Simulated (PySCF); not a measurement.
A GIAO shielding run with PySCF (density fitting, non-relativistic, gas phase) on SMILES [H]/N=C\C[SiH2]CC(=C)F, C₅H₁₀FNSi:

```
$ OMP_NUM_THREADS=1 python probes_run.py task.json out

{"job": {"kind": "nmr", "xc": "PBE0", "basis": "pcSseg-1"}, "charge": 0, "multiplicity": 1}
C      3.015236     0.243439    -0.397504
C      1.748017     0.309840    -0.034378
F      1.136606     1.525739    -0.028449
C      0.836327    -0.790594     0.357818
Si    -0.477140    -1.167883    -0.990793
C     -1.657641     0.329140    -1.148611
C     -2.375564     0.546126     0.139676
N     -2.083682     1.338183     1.066775
H      3.531848    -0.696496    -0.416011
H      3.565420     1.124053    -0.675242
H      1.425632    -1.680740     0.564185
H      0.318100    -0.506506     1.276193
H     -1.226950    -2.350283    -0.557301
H      0.195582    -1.402054    -2.272333
H     -1.081269     1.218555    -1.409105
H     -2.373327     0.136807    -1.946818
H     -3.244184    -0.086979     0.306159
H     -1.261770     1.915972     0.889323
```

Hardware: 1 thread of an Arm Neoverse V1, shared host. The job also computes population analyses, field gradients.

**Question.** How large is the calculation?

**Answer.** 70 electrons, 193 basis functions and 1017 auxiliary functions.

**Question.** How long does it take, and how much memory does it need?

**Answer.** 34 s of wall time, with 14 SCF cycles and 5 response iterations; peak memory 0.85 GiB. Times on a shared host scatter by some tens of per cent.
